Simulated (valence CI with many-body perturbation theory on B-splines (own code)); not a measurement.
Pd15+: calculated level list

Calculated by relativistic CI+MBPT: three valence electrons over a frozen Dirac-Fock core [Ar] 3d10, a basis of 11 s, 11 p, 10 d, 8 f, 5 g, 2 h functions for each j, with the one-electron correlation potential Σ1 (screened to all orders), the two-electron term Σ2, the three-electron term Σ3, Breit, model QED; selected single and double excitations, second order for the rest, scaled by the run's own slope (own B-spline code, finite nucleus).

No measured spectrum was set against this ion. As an estimate, levels hold to about 250 cm⁻¹ or 0.2 % of their energy and the worst to 1 %, as in measured heavy ions of charge 2 to 7; those with d or f electrons hold less well.

Levels 91 to 135 of 187, with energies above the lowest level, 4s²4p ²P°_1/2. "Leading %" is the weight of the configuration and term that name the level; weights of strongly mixed levels are sums over their largest components and can fall short, so below about 35 % the name and the second component can differ from the true leading terms, or belong to a minority configuration. In the jj column 3d3/2^4 stands for four electrons in 3d with j = 3/2.

```csv
No.,Configuration,Term,J,E (eV),Leading %,g,Leading jj,Second component
91,4s4p4f,²F,7/2,171.29,44,1.113,4s 4p3/2 4f7/2 (30 %),11 % 4p²4d ²F
92,4s4d²,²D,3/2,171.68,46,0.776,4s 4d3/2^2 (28 %),16 % 4s4p4f ⁴F
93,4s4p4f,⁴D,1/2,171.79,99,-0.002,4s 4p3/2 4f5/2 (99 %),
94,4s4p4f,⁴F,5/2,171.93,28,1.150,4s 4p3/2 4f5/2 (46 %),17 % 4s4d² ⁴F
95,4s4p4f,⁴D,3/2,171.93,66,1.000,4s 4p3/2 4f5/2 (59 %),9 % 4s4d² ²D
96,4s4p4f,⁴D,5/2,172.11,34,1.240,4s 4p3/2 4f7/2 (43 %),17 % 4s4d² ²D
97,4s4p4f,⁴F,7/2,172.15,43,1.253,4s 4d3/2 4d5/2 (34 %),38 % 4s4d² ⁴F
98,4s4d²,⁴F,9/2,172.23,51,1.322,4s 4d5/2^2 (37 %),41 % 4s4p4f ⁴F
99,4s4p4f,²G,7/2,174.96,36,1.020,4s 4p3/2 4f7/2 (35 %),29 % 4s4p4f ²F
100,4s4p4f,²F,5/2,175.09,49,0.869,4s 4p3/2 4f5/2 (43 %),38 % 4s4d² ²F
101,4s4d²,²F,7/2,176.03,40,1.065,4s 4d3/2 4d5/2 (28 %),26 % 4s4p4f ²G
102,4s4p4f,²D,5/2,178.27,49,1.139,4s 4p3/2 4f7/2 (20 %),21 % 4s4d² ²D
103,4s4p4f,²G,9/2,178.47,86,1.111,4s 4p3/2 4f7/2 (62 %),10 % 4s4d² ²G
104,4s4p5s,⁴P°,1/2,179.76,93,2.550,4s 4p1/2 5s (97 %),5 % 4s4p5s ²P°
105,4s4d²,²S,1/2,180.29,56,1.482,4s 4d3/2^2 (46 %),33 % 4s4d² ²P
106,4s4p4f,²D,3/2,180.63,61,0.814,4s 4p3/2 4f7/2 (53 %),24 % 4s4d² ²D
107,4s4p5s,⁴P°,3/2,181.24,86,1.681,4s 4p1/2 5s (82 %),12 % 4s4p5s ²P°
108,4s4d²,²P,1/2,181.55,52,1.191,4s 4d5/2^2 (56 %),36 % 4s4d² ²S
109,4s4d²,²P,3/2,181.70,80,1.309,4s 4d5/2^2 (40 %),12 % 4p²4d ²P
110,4s4p5s,²P°,1/2,183.19,94,0.753,4s 4p1/2 5s (86 %),4 % 4s4p5s ⁴P°
111,4s4p4f,²D,3/2,183.71,81,0.799,4s 4p3/2 4f5/2 (69 %),6 % 4p²4d ²D
112,4s4p4f,²D,5/2,183.86,73,1.173,4s 4p3/2 4f7/2 (65 %),12 % 4s4d² ²D
113,4s4p4f,²F,5/2,184.24,34,0.921,4s 4p3/2 4f5/2 (41 %),26 % 4s4d² ²F
114,4s4p4f,²F,7/2,184.31,43,1.120,4s 4p3/2 4f7/2 (24 %),33 % 4s4d² ²F
115,4s4p4f,²G,9/2,184.71,56,1.114,4s 4p3/2 4f7/2 (31 %),36 % 4s4d² ²G
116,4s4p4f,²G,7/2,185.60,57,0.908,4s 4p3/2 4f5/2 (37 %),31 % 4s4d² ²G
117,4s4p5s,⁴P°,5/2,186.15,99,1.600,4s 4p3/2 5s (99 %),
118,4s4p5s,²P°,3/2,188.29,88,1.372,4s 4p3/2 5s (96 %),10 % 4s4p5s ⁴P°
119,4s²5d,²D,3/2,192.46,92,0.804,4s^2 5d3/2 (92 %),4 % 4s4p5p ²D
120,4s²5d,²D,5/2,193.00,93,1.201,4s^2 5d5/2 (93 %),
121,4s4p5p,⁴D,1/2,195.33,71,0.241,4s 4p1/2 5p1/2 (97 %),24 % 4s4p5p ²P
122,4s4p5s,²P°,1/2,195.99,95,0.696,4s 4p3/2 5s (82 %),
123,4s4p5s,²P°,3/2,196.22,93,1.347,4s 4p3/2 5s (84 %),
124,4s4p5p,⁴D,3/2,196.80,61,1.220,4s 4p1/2 5p1/2 (79 %),24 % 4s4p5p ²P
125,4p4d²,⁴G°,5/2,197.97,56,0.669,4p1/2 4d3/2^2 (70 %),17 % 4p4d² ²F°
126,4s4p5p,⁴P,1/2,198.36,82,2.447,4s 4p1/2 5p1/2 (77 %),10 % 4s4p5p ²S
127,4s4p5p,⁴P,3/2,198.84,32,1.450,4s 4p1/2 5p3/2 (94 %),20 % 4s4p5p ⁴D
128,4s4p5p,²P,1/2,199.68,62,0.745,4s 4p1/2 5p3/2 (73 %),22 % 4s4p5p ⁴D
129,4s4p5p,⁴D,5/2,200.00,77,1.392,4s 4p1/2 5p3/2 (74 %),15 % 4s4p5p ⁴P
130,4p4d²,⁴G°,7/2,200.09,68,1.007,4p1/2 4d3/2 4d5/2 (63 %),16 % 4p²4f ⁴G°
131,4s4p5p,²D,3/2,200.99,43,1.288,4s 4p1/2 5p3/2 (79 %),31 % 4s4p5p ⁴P
132,4p4d²,⁴G°,5/2,201.64,20,0.976,4p1/2 4d3/2 4d5/2 (63 %),19 % 4p4d² ²D°
133,4p4d²,⁴G°,9/2,201.85,30,1.060,4p1/2 4d3/2 4d5/2 (60 %),25 % 4p4d² ²H°
134,4p²4f,²G°,7/2,202.05,30,1.010,4p1/2^2 4f7/2 (44 %),28 % 4p4d² ²G°
135,4s4p5p,⁴P,3/2,202.83,28,1.447,4s 4p3/2 5p1/2 (85 %),21 % 4s4p5p ²D
```

Names give the largest LS component (configuration and term), which can be under half, so a name can repeat, a term be missing and a line seem to break the LS rules; names also repeat where a configuration has a term twice.

Where two levels of one J and parity lie close, their mixing, g and order are uncertain.
